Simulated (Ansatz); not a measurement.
Li8I8 (started as a model of: 2x2x4 LiI rock-salt block). Total charge 0; triplet. Geometry PBE-D4/def2-SVP, that of the neutral singlet; atoms count from 1.

Cartesian coordinates in Å:
```
Li 3.0975 2.5420 1.2812
I 2.2892 1.0654 -0.8563
Li 0.4078 -0.6613 -2.0364
I -0.6152 -2.2309 -4.0739
I 1.0429 4.2220 1.7442
Li -0.0868 2.1598 0.2835
I -1.8354 1.0527 -1.6224
Li -2.7941 -1.1288 -2.9355
I 3.2319 0.7672 3.3038
Li 1.5602 -0.4382 1.4564
I 0.4932 -2.6196 0.0371
Li -1.2393 -3.5808 -1.8274
Li 0.9364 2.1664 3.4825
I -0.9475 0.5029 2.4407
Li -1.8816 -1.0591 0.2958
I -3.6590 -2.7597 -0.9731
```

In the def2 sets I takes a core potential; there is no spin–orbit coupling. The gap within one spin of the charge 0 triplet nearly closes, so an electron or hole may be smeared out by delocalisation error. At PBE-D4/def2-SVP a singlet of charge 0 lies 4.69 eV below the triplet at the same geometry.

Estimate the Mulliken populations from the PBE/def2-SVP orbitals of Ansatz.


```csv
atom,charge (e),spin (α − β)
Li1,0.27,0.21
I2,-0.29,0.14
Li3,0.33,0.04
I4,-0.30,0.11
I5,-0.30,0.11
Li6,0.33,0.04
I7,-0.29,0.14
Li8,0.27,0.21
I9,-0.30,0.11
Li10,0.33,0.04
I11,-0.29,0.14
Li12,0.27,0.21
Li13,0.27,0.21
I14,-0.29,0.14
Li15,0.33,0.04
I16,-0.30,0.11
```
Mulliken values depend strongly on the basis.

Where does the spin sit?

Summed by element: Li 1.01, I 0.99, of 2 unpaired in all. Largest on single atoms: Li13 0.21, Li12 0.21, Li8 0.21.

And the Mayer bond orders between heavy atoms (over 0.3)?

Li1–I5 0.33 (2.69 Å); Li1–I9 0.33 (2.69 Å); Li3–I4 0.35 (2.77 Å); I4–Li8 0.33 (2.69 Å); I4–Li12 0.33 (2.69 Å); I5–Li6 0.35 (2.77 Å); I5–Li13 0.33 (2.69 Å); Li8–I16 0.33 (2.69 Å); I9–Li10 0.35 (2.77 Å); I9–Li13 0.33 (2.69 Å); Li12–I16 0.33 (2.69 Å); Li15–I16 0.35 (2.77 Å).
